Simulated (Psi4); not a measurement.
F$_{5}$Ta, charge -1, doublet, at a GFN2-xTB geometry (such geometries of metal compounds can be far from the true shape) (the multiplicity is a formal guess) (core potentials on Ta) (a gas-phase anion, which may not be bound at this level); Psi4 with HF/def2-SV(P).

The Psi4 input:
```
memory 2 GB

molecule mol {
-1 2
  Ta    0.109025    0.109659   -0.044668
  F     1.391611   -0.549332    1.127382
  F    -1.045484    0.897469   -1.269192
  F    -0.442568    1.323911    1.249291
  F     0.788695   -0.975774   -1.391101
  F    -1.576569   -1.585728    0.645929
}

set basis def2-sv(p)
set reference uhf

energy('scf')
print_variables()
```

It wrote (shortened):

```
   => Loading Basis Set <=

    Name: DEF2-SV(P)
    Role: ORBITAL
    Keyword: BASIS

    !!!  WARNING: ECP capability is in beta. Please check occupations closely.  !!!

         ---------------------------------------------------------
                                   SCF
               by Justin Turney, Rob Parrish, Andy Simmonett
                          and Daniel G. A. Smith
                              UHF Reference
         ---------------------------------------------------------

  ==> Geometry <==

    Molecular point group: c1
    Full point group: C1

    Geometry (in Angstrom), charge = -1, multiplicity = 2:

       Center              X                  Y                   Z               Mass
    ------------   -----------------  -----------------  -----------------  -----------------
         TA           0.098416598804     0.098988671447    -0.040321792221   180.947995800000
         F            1.381002598804    -0.560002328553     1.131728207779    18.998403162730
         F           -1.056092401196     0.886798671447    -1.264845792221    18.998403162730
         F           -0.453176401196     1.313240671447     1.253637207779    18.998403162730
         F            0.778086598804    -0.986444328553    -1.386754792221    18.998403162730
         F           -1.587177401196    -1.596398328553     0.650275207779    18.998403162730

  Running in c1 symmetry.

  Rotational constants: A =      0.06927  B =      0.06927  C =      0.06441 [cm^-1]
  Rotational constants: A =   2076.63353  B =   2076.63295  C =   1930.94404 [MHz]
  Nuclear repulsion =  300.486111977381597

  Charge       = -1
  Multiplicity = 2
  Electrons    = 59
  Nalpha       = 30
  Nbeta        = 29

  ==> Algorithm <==

  SCF Algorithm Type is DF.
  DIIS enabled.
  MOM disabled.
  Fractional occupation disabled.
  Guess Type is SAD.
  Energy threshold   = 1.00e-06
  Density threshold  = 1.00e-06
  Integral threshold = 1.00e-12

  ==> Primary Basis <==

  Basis Set: DEF2-SV(P)
    Blend: DEF2-SV(P)
    Number of shells: 41
    Number of basis functions: 95
    Number of Cartesian functions: 102
    Spherical Harmonics?: true
    Max angular momentum: 2

  Core potential: DEF2-SV(P)
    Number of shells: 4
    Number of ECP primitives: 10
    Number of ECP core electrons: 60
    Max angular momentum: 3

   => Loading Basis Set <=

    Name: (DEF2-SV(P) AUX)
    Role: JKFIT
    Keyword: DF_BASIS_SCF

  ==> Integral Setup <==

  SCF_SUBTYPE=INCORE selected. In-core MEM_DF algorithm will be used.
  Using in-core AOs.

  ==> MemDFJK: Density-Fitted J/K Matrices <==

    J tasked:                   Yes
    K tasked:                   Yes
    wK tasked:                   No
    Algorithm:                 Core
    Schwarz Cutoff:           1E-12
    Mask sparsity (%):       6.2050
    Fitting Condition:        1E-10

   => Auxiliary Basis Set <=

  Basis Set: (DEF2-SV(P) AUX)
    Blend: DEF2-UNIVERSAL-JKFIT
    Number of shells: 170
    Number of basis functions: 612
    Number of Cartesian functions: 806
    Spherical Harmonics?: true
    Max angular momentum: 6

  Minimum eigenvalue in the overlap matrix is 1.3376554237E-02.
  Reciprocal condition number of the overlap matrix is 3.5221567487E-03.
    Using symmetric orthogonalization.

  ==> Pre-Iterations <==

  SCF Guess: Superposition of Atomic Densities via on-the-fly atomic UHF (no occupation information).

   -------------------------
    Irrep   Nso     Nmo
   -------------------------
     A         95      95
   -------------------------
    Total      95      95
   -------------------------

  ==> Iterations <==

                           Total Energy        Delta E     RMS |[F,P]|

   @DF-UHF iter SAD:  -551.05049269179744   -5.51050e+02   0.00000e+00
   @DF-UHF iter   1:  -553.06334995863358   -2.01286e+00   9.78688e-03 DIIS/ADIIS
   @DF-UHF iter   2:  -553.22358485881546   -1.60235e-01   7.67179e-03 DIIS/ADIIS
[...]
   @DF-UHF iter  12:  -553.40302317098963    1.09872e-05   1.89892e-05 DIIS
   @DF-UHF iter  13:  -553.40302737895513   -4.20797e-06   5.86358e-06 DIIS
   @DF-UHF iter  14:  -553.40302810034530   -7.21390e-07   4.73254e-06 DIIS
   @DF-UHF iter  15:  -553.40302898841855   -8.88073e-07   3.85440e-06 DIIS
   @DF-UHF iter  16:  -553.40302985883591   -8.70417e-07   3.55407e-06 DIIS
   @DF-UHF iter  17:  -553.40303099925950   -1.14042e-06   3.46784e-06 DIIS
   @DF-UHF iter  18:  -553.40303232346207   -1.32420e-06   3.32648e-06 DIIS
   @DF-UHF iter  19:  -553.40303355667868   -1.23322e-06   3.31262e-06 DIIS
   @DF-UHF iter  20:  -553.40303386587459   -3.09196e-07   3.31535e-06 DIIS
   @DF-UHF iter  21:  -553.40303326224841    6.03626e-07   3.29918e-06 DIIS
   @DF-UHF iter  22:  -553.40302822166609    5.04058e-06   3.14037e-06 DIIS
   @DF-UHF iter  23:  -553.40301959199576    8.62967e-06   2.89973e-06 DIIS
   @DF-UHF iter  24:  -553.40301388229227    5.70970e-06   2.62434e-06 DIIS
   @DF-UHF iter  25:  -553.40300524854979    8.63374e-06   2.30934e-06 DIIS
   @DF-UHF iter  26:  -553.40300202972071    3.21883e-06   1.89648e-06 DIIS
   @DF-UHF iter  27:  -553.40299987836795    2.15135e-06   1.80706e-06 DIIS
   @DF-UHF iter  28:  -553.40299967064607    2.07722e-07   1.80266e-06 DIIS
   @DF-UHF iter  29:  -553.40299956704678    1.03599e-07   1.74643e-06 DIIS
   @DF-UHF iter  30:  -553.40299918975029    3.77296e-07   1.76113e-06 DIIS
   @DF-UHF iter  31:  -553.40299819947188    9.90278e-07   1.54290e-06 DIIS
   @DF-UHF iter  32:  -553.40299735658380    8.42888e-07   1.14792e-06 DIIS
   @DF-UHF iter  33:  -553.40299681301940    5.43564e-07   9.68073e-07 DIIS
  Energy and wave function converged.

  ==> Post-Iterations <==

   @Spin Contamination Metric:   3.997667413E-03
   @S^2 Expected:                7.500000000E-01
   @S^2 Observed:                7.539976674E-01
   @S   Expected:                5.000000000E-01
   @S   Observed:                5.000000000E-01

    Orbital Energies [Eh]
    ---------------------

    Alpha Occupied:

[...]
    Alpha Virtual:

[...]
    Beta Occupied:

[...]
    Beta Virtual:

[...]
    Final Occupation by Irrep:
              A
    DOCC [    29 ]
    SOCC [     1 ]
    NA   [    30 ]
    NB   [    29 ]

  @DF-UHF Final Energy:  -553.40299681301940

   => Energetics <=

    Nuclear Repulsion Energy =            300.4861119773815972
    One-Electron Energy =               -1404.1180532104999656
    Two-Electron Energy =                 550.2289444200989692
    Total Energy =                       -553.4029968130193993

  UHF NO Occupations:
  HONO-2 :   28  A 1.9998025
  HONO-1 :   29  A 1.9987447
  HONO-0 :   30  A 1.0000000
  LUNO+0 :   31  A 0.0012553
  LUNO+1 :   32  A 0.0001975
  LUNO+2 :   33  A 0.0001181
  LUNO+3 :   34  A 0.0001067

Computation Completed

Properties will be evaluated at   0.000000,   0.000000,   0.000000 [a0]

Properties computed using the SCF density matrix

 Multipole Moments:

 ------------------------------------------------------------------------------------
     Multipole            Electronic (a.u.)      Nuclear  (a.u.)        Total (a.u.)
 ------------------------------------------------------------------------------------

 L = 1.  Multiply by 2.5417464519 to convert [e a0] to [Debye]
 Dipole X            :         15.4030514          -13.5243868            1.8786646
 Dipole Y            :         15.4926020          -13.6030009            1.8896011
 Dipole Z            :         -6.3110282            5.5410116           -0.7700166
 Magnitude           :                                                    2.7736075

 ------------------------------------------------------------------------------------

  Variable Map:
  ----------------------------------------------------------------------------
[...]
  Array Variable Map:
  ----------------------------------------------------------------------------
[...]
[...]
```
